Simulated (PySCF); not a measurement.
Electronic structure of Co²⁺ (cobalt, charge +2) at the B3LYP level

Configuration: [Ar] 3d7, high-spin 4F determinant. Calculation: PySCF 2.14, in 6-31G* (5s4p2d1f, 34 functions); the non-relativistic Hamiltonian (point nucleus).

- Total energy: -1381.640 hartree
- One-electron energy: -1894.770 hartree
- Hartree (Coulomb) energy: 572.050 hartree
- Exchange-correlation energy: -58.920 hartree
- Kinetic energy: 1379.74707 hartree
- ⟨S²⟩: 3.7506
- ⟨L²⟩: 12.003
- Sum of ⟨r⟩: 15.43 bohr
- Sum of ⟨r²⟩: 15.40 bohr²
- Density at the nucleus (Gaussians lack the cusp): 12600 bohr⁻³
- Spin density at the nucleus: 0.0954 bohr⁻³
- Langevin diamagnetic susceptibility: -12.2 ×10⁻⁶ cm³/mol
- Time after the integrals: 0.46 s of wall time on 1 thread of Neoverse-V2 (shared host)

| shell | electrons | mean orbital energy (eV) | spread (eV) | rms radius, mean of both spins (bohr) |
| --- | --- | --- | --- | --- |
| 1s α | 1 | -7573.2 | 0 | 0.0659 |
| 1s β | 1 | -7573.1 | 0 | 0.0659 |
| 2s α | 1 | -916.02 | 0 | 0.280 |
| 2s β | 1 | -914.27 | 0 | 0.280 |
| 2p α | 3 | -797.41 | 0 | 0.250 |
| 2p β | 3 | -795.98 | 0 | 0.250 |
| 3s α | 1 | -124.72 | 0 | 0.841 |
| 3s β | 1 | -120.56 | 0 | 0.841 |
| 3p α | 3 | -88.903 | 0 | 0.894 |
| 3p β | 3 | -84.482 | 0 | 0.894 |
| 3d α | 5 | -29.612 | 1.105 | 1.11 |
| 3d β | 2 | -27.116 | 0 | 1.11 |
